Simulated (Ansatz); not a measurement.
The same ligand exchange along the group Si, Ge, Sn.

Calculated with Ansatz (gas phase, PBE0-D4/def2-TZVP geometries, no zero-point term in ΔE). CBS: MP2 limit from def2 TZ/QZ plus the TZ coupled-cluster correction, frozen cores. This one scheme is used for every species. DFT in def2-TZVPP. B3LYP here is the variant with VWN-RPA as its local correlation; programs differ in this. def2 core potentials past Kr. For Ge, Sn outer-core shells are correlated without core-valence functions, which leaves a few kJ/mol of doubt a bond. Scalar relativity is left out up to krypton. One conformer a species, not always the lowest.

```json
{"reaction": "`N[SiH](O)F` + HCl → `N[SiH](F)Cl` + H₂O", "CCSD(T)/CBS(def2) (eV)": "0.08"}
{"reaction": "`[NH2][GeH]([OH])[F]` + HCl → `[NH2][GeH]([F])[Cl]` + H₂O", "CCSD(T)/CBS(def2) (eV)": "?"}
{"reaction": "`[NH2][SnH]([OH])[F]` + HCl → `[NH2][SnH]([F])[Cl]` + H₂O", "CCSD(T)/CBS(def2) (eV)": "-0.67"}
```

(1) Fill in the missing values. (Estimate.)

Largest T1 diagnostic: 0.014, for `[NH2][SnH]([OH])[F]`.

Results:

(1) Computed: `[NH2][GeH]([OH])[F]` + HCl → `[NH2][GeH]([F])[Cl]` + H₂O: -0.35 eV.
